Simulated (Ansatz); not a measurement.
Relaxation of CH$_{3}$O$_{2}$Se (7 atoms, charge 1, multiplicity 1), to a largest force component of 0.02 eV/Å in at most 50 steps.

Theory: Ansatz, RKS PBE0/def2-SVP.

```xyz
7
Properties=species:S:1:pos:R:3
O 0.757 -0.237 -0.731
C -0.133 0.037 0.160
O 0.007 -0.135 1.428
Se -1.733 0.732 -0.391
H 1.617 -0.607 -0.451
H 0.843 -0.501 1.778
H -1.359 0.711 -1.793
```

Question: Where does it end, and by what steps?

Answer: It converged. After 5 steps the energy has fallen by 0.024 eV; H5 moved furthest, 0.05 Å.

```
step  energy less start (eV)  largest force component (eV/Å)  accepted
   0                  0.0000                           0.702       yes
   1                 -0.0188                           0.276       yes
   2                 -0.0224                           0.086       yes
   3                 -0.0230                           0.071       yes
   4                 -0.0235                           0.025       yes
   5                 -0.0235                           0.009       yes
```

```xyz
7
Properties=species:S:1:pos:R:3
O 0.764 -0.239 -0.725
C -0.132 0.039 0.154
O 0.011 -0.136 1.419
Se -1.755 0.739 -0.379
H 1.606 -0.608 -0.400
H 0.858 -0.504 1.729
H -1.352 0.709 -1.797
```

Time of the run: 14 s on 2 threads of AMD EPYC 7B13 (Zen 3), with other jobs on the host, peak memory 0.2 GiB.
